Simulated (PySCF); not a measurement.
**[Tb(CH3)2]+: from a saddle point downhill**

PySCF 2.14.0, RKS PBE0, Tb lcecp-1-SVP with ECP54, C def2-SVP, H def2-SVP; non-relativistic Hamiltonian with scalar-relativistic core potentials where named; density fitting; no spin-orbit coupling. Relaxed within the symmetry of its start, the geometry (C2v) is

```xyz
9

Tb    0.0000    0.0000   -0.2433
C     1.7278    0.0000    1.2294
H     2.7287    0.0000    0.7580
H     1.6727    0.8841    1.8941
H     1.6727   -0.8841    1.8941
C    -1.7278    0.0000    1.2294
H    -2.7287    0.0000    0.7580
H    -1.6727   -0.8841    1.8941
H    -1.6727    0.8841    1.8941
```

and its lowest harmonic modes are -65, 34, 122, 345, 374, 391 cm⁻¹ (negative: unstable). It was moved along the lowest mode and relaxed again, within the group C2 that the move left.

Q: Where does it end, and how much lower?

A: In C2, 0.001 eV lower, after 4 steps:
```xyz
9

Tb    0.0000    0.0000   -0.2392
C     1.7292   -0.0184    1.2305
H     2.7116    0.2133    0.7774
H     1.5483    0.7171    2.0379
H     1.8201   -1.0040    1.7279
C    -1.7292    0.0184    1.2305
H    -2.7116   -0.2133    0.7774
H    -1.5483   -0.7171    2.0379
H    -1.8201    1.0040    1.7279
```

Q: How do the contacts change?

A: 
```json
{"contact": "Tb1–C2 (CH3)", "saddle (Å)": "2.270", "end (Å)": "2.269"}
{"contact": "Tb1–C6 (CH3)", "saddle (Å)": "2.270", "end (Å)": "2.269"}
```


Q: Is the end a minimum?

A: Yes; lowest modes 38, 52, 127, 345, 370, 395 cm⁻¹.

An lcecp potential fixes the number of 4f electrons, so in runs with it no electron can move into or out of that shell.

State: singlet in the valence, with the 4f electrons in the core potential.
